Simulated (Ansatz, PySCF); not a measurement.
C₃H₄BF₃, SMILES C/C(F)=C\B(F)F. Atoms are numbered in the order given.

```xyz
11

C     -1.2673    -1.5556     0.0000
C      0.1750    -1.2157     0.0000
F      0.9319    -2.3125     0.0000
C      0.7809    -0.0161     0.0000
B      0.0810     1.3475     0.0000
F      0.7902     2.4649     0.0000
F     -1.2394     1.5008     0.0000
H     -1.4980    -2.1696    -0.8850
H     -1.4980    -2.1696     0.8850
H     -1.8952    -0.6597     0.0000
H      1.8748    -0.0401     0.0000
```
Charge 0, spin multiplicity 1.

Coordinates come from a PBE0-D3(BJ)/def2-SVP optimisation. The structure was generated by enumeration; whether it is a known compound was not checked. The values are those of a single conformer.

Two levels are set side by side: PBE-D3(BJ)/def2-SVP (Ansatz, a program for electronic structure) and PBE0-D3(BJ)/def2-SVP (Ansatz). Each level has its own optimised geometry; the coordinates shown are those of the second. Frequencies come from the Hessian of PySCF at each geometry. Differences are taken from unrounded values.

```tsv
quantity	PBE0-D3(BJ)	PBE-D3(BJ)	PBE-D3(BJ) minus PBE0-D3(BJ)
mean bond length (Å)	1.274	1.284	0.010
bond C1–C2 (Å)	1.482	1.489	0.007
bond C2–F3 (Å)	1.333	1.349	0.016
bond C2–C4 (Å)	1.344	1.356	0.012
bond C4–B5 (Å)	1.533	1.537	0.004
bond B5–F6 (Å)	1.323	1.337	0.013
bond B5–F7 (Å)	1.329	1.343	0.014
bond C1–H8 (Å)	1.102	1.110	0.009
bond C1–H9 (Å)	1.102	1.110	0.009
bond C1–H10 (Å)	1.094	1.102	0.008
bond C4–H11 (Å)	1.094	1.102	0.008
highest harmonic wavenumber (cm⁻¹)	3231	3135	-96
mean harmonic wavenumber (cm⁻¹)	1195	1154	-41
zero-point energy (kcal/mol)	46.12	44.55	-1.57
```

GGA bonds tend to be longer and softer than those of functionals with exact exchange. Differences between two approximate levels are no errors against the true value.
